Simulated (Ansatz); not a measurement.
One change: `C#CC(=N)S` becomes `N=C(S)I`.

Ansatz, PBE0-D4/def2-TZVP geometries, multiplicity 1. Each molecule was computed in one conformer, which needn't be the lowest.

Elements past krypton have def2 core potentials.  Spin–orbit coupling is left out; it splits and shifts lone-pair levels of the heavy atoms by tenths of an eV.

```tsv
property	`C#CC(=N)S`
HOMO energy (ωB97M-V/def2-TZVPP) / eV	-9.60
LUMO energy (ωB97M-V/def2-TZVPP) / eV	0.59
LUMO energy (B3LYP/def2-TZVPP) / eV	-1.76
HOMO–LUMO gap (B3LYP/def2-TZVPP) / eV	5.46
size of the dipole moment (PBE/def2-TZVPP) / D	2.99
LUMO energy (PBE0/def2-TZVPP) / eV	-1.56
```

(1) What does the change do to each property? (Best estimate.)

## Answers

(1) The calculation gave: 
```tsv
property	`N=C(S)I`	shift
HOMO energy (ωB97M-V/def2-TZVPP) / eV	-9.90	-0.30
LUMO energy (ωB97M-V/def2-TZVPP) / eV	0.34	-0.25
LUMO energy (B3LYP/def2-TZVPP) / eV	-1.90	-0.14
HOMO–LUMO gap (B3LYP/def2-TZVPP) / eV	5.58	0.12
size of the dipole moment (PBE/def2-TZVPP) / D	1.80	-1.19
LUMO energy (PBE0/def2-TZVPP) / eV	-1.68	-0.12
```

With PBE0 the HOMO falls by 0.29 eV and the LUMO falls by 0.12 eV, so the gap widens by about 0.17 eV. PBE moves the HOMO by -0.23 eV and ωB97M-V by -0.30 eV. The zero-point energy changes by -52.4 kJ/mol with -6 modes. Dipoles are sizes alone; their direction can turn.

B3LYP here is the variant with VWN-RPA as its local correlation; programs differ in this.
